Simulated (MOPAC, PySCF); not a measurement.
C$_{3}$H$_{3}$NO, SMILES `O=C(N)C#C` (O–C–N–H torsion 0°), neutral singlet in the gas phase. 

Cartesian coordinates (Å):
```xyz
8

C      1.1221    -0.7901    -1.5567
C      0.5620    -0.1258    -0.7296
C     -0.0988     0.7207     0.2580
N     -0.8920     0.0386     1.1266
O      0.0573     1.9246     0.2868
H      1.6250    -1.3656    -2.2955
H     -1.3802     0.5564     1.8379
H     -0.9954    -0.9588     1.0725
```
Charge 0, multiplicity 1.

All levels are single points at this geometry (B3LYP-D3(BJ)/def2-TZVP); Pople sets use spherical d functions. Orbital energies aren't observables, and empty levels follow the basis.

```csv
level,HOMO (eV),LUMO (eV),gap (eV),dipole (D),"vertical IE, Delta-SCF (eV)"
ωB97X-D3(BJ)/def2-TZVP in PySCF,-10.42,1.18,11.61,3.95,10.29
B3LYP/6-311+G** in PySCF,-7.69,-1.37,6.32,4.01,–
BP86/6-31G* in PySCF,-5.86,-1.55,4.31,3.71,–
HF/STO-3G in PySCF,-8.42,7.18,15.60,2.77,–
PM3 in MOPAC,-10.00,0.53,10.53,3.79,–
PM7 in MOPAC,-10.61,0.16,10.77,4.12,–
```
